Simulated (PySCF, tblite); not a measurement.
Isomers of C4H7NSi. All values are computed: GFN2-xTB (tblite) harmonic vibrations without scaling, gas phase. The method is semi-empirical: single wavenumbers can be off by several per cent or more. Modes of hydrogen on silicon can be 10 to 20 % off. One conformer each.

Electronic energies: PBE0/pcSseg-1 single points on the GFN2-xTB geometries (PySCF, gas phase).

| SMILES | electronic energy, lowest = 0 (kJ/mol) |
| --- | --- |
| C=N[SiH2]C1C=C1 | 234.4 |
| C=C([SiH3])CC#N | 60.7 |
| [H]/N=C(\C)C#C[SiH3] | 136.3 |
| C=C1CC=N[SiH2]1 | 0.0 |
| N#CC[SiH]1CC1 | 50.5 |
| C#CC/C=N\[SiH3] | 172.6 |
| [SiH3]/N=C\C1=CC1 | 213.4 |
| C/N=C\C#C[SiH3] | 163.9 |

Question: How do GFN2-xTB zero-point energies change the relative energies?

Answer: 
| SMILES | ZPE (kJ/mol) | of it from modes above 1550 cm⁻¹ | electronic (kJ/mol) | with ZPE, lowest = 0 (kJ/mol) | lowest mode (cm⁻¹) | rings |
| --- | --- | --- | --- | --- | --- | --- |
| C=C1CC=N[SiH2]1 | 250.6 | 137.6 | 0.0 | 0.0 | 72 | 1 |
| N#CC[SiH]1CC1 | 254.1 | 137.7 | 50.5 | 54.0 | 30 | 1 |
| C=C([SiH3])CC#N | 239.6 | 137.3 | 60.7 | 49.7 | 42 | 0 |
| [H]/N=C(\C)C#C[SiH3] | 238.0 | 138.4 | 136.3 | 123.8 | 24 | 0 |
| C/N=C\C#C[SiH3] | 236.8 | 135.2 | 163.9 | 150.1 | 12i | 0 |
| C#CC/C=N\[SiH3] | 236.3 | 137.8 | 172.6 | 158.3 | 25 | 0 |
| [SiH3]/N=C\C1=CC1 | 238.0 | 134.0 | 213.4 | 200.8 | 62 | 1 |
| C=N[SiH2]C1C=C1 | 238.9 | 138.7 | 234.4 | 222.7 | 7i | 1 |

The zero-point energies span 17.8 kJ/mol, from `C#CC/C=N\[SiH3]` to `N#CC[SiH]1CC1`. Slightly imaginary modes are left out of the zero-point energy: `C/N=C\C#C[SiH3]` 12.0i cm⁻¹ and `C=N[SiH2]C1C=C1` 6.9i cm⁻¹. The lowest isomer stays, but the order above it changes.

Question: And how do the electronic energies of GFN2-xTB itself compare?

Answer: `C=C1CC=N[SiH2]1` 0.0; `N#CC[SiH]1CC1` 167.8; `C=C([SiH3])CC#N` 89.5; `[H]/N=C(\C)C#C[SiH3]` 133.6; `C/N=C\C#C[SiH3]` 131.3; `C#CC/C=N\[SiH3]` 87.0; `[SiH3]/N=C\C1=CC1` 143.4; `C=N[SiH2]C1C=C1` 234.4 kJ/mol, lowest = 0. Against the energies above, taken from the same isomer `C=C1CC=N[SiH2]1`, the largest difference is 117.3 kJ/mol.

Question: What do entropy and thermal enthalpy add at 298.15 K and 1 bar (rigid rotor, harmonic oscillator, one conformer each)?

Answer: 
```tsv
SMILES	point group	symmetry number	S (J/(mol K))	H − H(0) (kJ/mol)	ZPE + H − H(0) − TS (kJ/mol)
C=C1CC=N[SiH2]1	Cs	1	333.1	19.82	171.1
N#CC[SiH]1CC1	C1	1	361.1	22.28	168.7
C=C([SiH3])CC#N	C1	1	369.4	23.58	153.0
```

Not tabulated: `[H]/N=C(\C)C#C[SiH3]` (lowest mode only 24 cm⁻¹); `C/N=C\C#C[SiH3]` (lowest mode only 12i cm⁻¹); `C#CC/C=N\[SiH3]` (lowest mode only 25 cm⁻¹); `[SiH3]/N=C\C1=CC1` (point group not settled); `C=N[SiH2]C1C=C1` (lowest mode only 7i cm⁻¹).
